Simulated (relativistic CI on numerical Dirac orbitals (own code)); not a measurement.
## Hyperfine structure of Dy8+, mass number 163

Method of calculation: Dirac-Coulomb-Breit CI, orbitals from a KLI potential per configuration, model QED (radiative potential, 1s self-energy scaled to tabulated hydrogen-like ionisation energies), unscaled Slater integrals (own radial code, finite nucleus).

Configurations in the expansion (outside the closed core [Kr] 4d10): 4f⁸5s²5p², 4f¹⁰5s5p. The list is cut by size and lacks configurations that can hold low levels.

Nuclear spin I = 5/2, μ = 0.671 μN, Q = 2.65 b (tables of Stone and Pyykkö). The electronic factors are computed for point nuclear moments, without core polarisation or the Bohr-Weisskopf and QED corrections.

```json
{"Level": "4f⁸5s²5p² ⁹G2", "E (eV)": "1.0082", "A (MHz)": "158.3", "B (MHz)": "3400"}
{"Level": "4f⁸5s²5p² ⁹G1", "E (eV)": "1.0180", "A (MHz)": "165", "B (MHz)": "3270"}
{"Level": "4f⁸5s²5p² ⁹D4", "E (eV)": "4.5206", "A (MHz)": "-556", "B (MHz)": "12600"}
{"Level": "4f⁸5s²5p² ⁹G7", "E (eV)": "4.7729", "A (MHz)": "160.2", "B (MHz)": "11900"}
```

Levels with J = 0, under 50 % of one LS term, or S terms without an open s electron are left out. Small factors come from cancelling terms and can be off by tens of per cent or more.

At this charge configurations can still be misplaced by up to about 7 % of their energy. Terms inside the open d or f shell come out 10 to 20 % too wide with unscaled integrals. Levels and lines within the n = 5 or 6 shells can be off by up to 10 % or somewhat more, and those that change n by about 2 %, since core polarisation is missing.

Problem. Give the hyperfine levels of 4f⁸5s²5p² ⁹D4 relative to its centre of gravity.

Solution. With K = F(F + 1) − I(I + 1) − J(J + 1), E = AK/2 + B[¾K(K + 1) − I(I + 1)J(J + 1)]/[2I(2I − 1)J(2J − 1)]: F = 3/2: 13130, F = 5/2: 8032, F = 7/2: 2310, F = 9/2: -2619, F = 11/2: -4935, F = 13/2: -2413 MHz.

LS names give the leading component of a level, which can be under half, so a name can repeat, a term be missing and a line seem to break the LS rules.
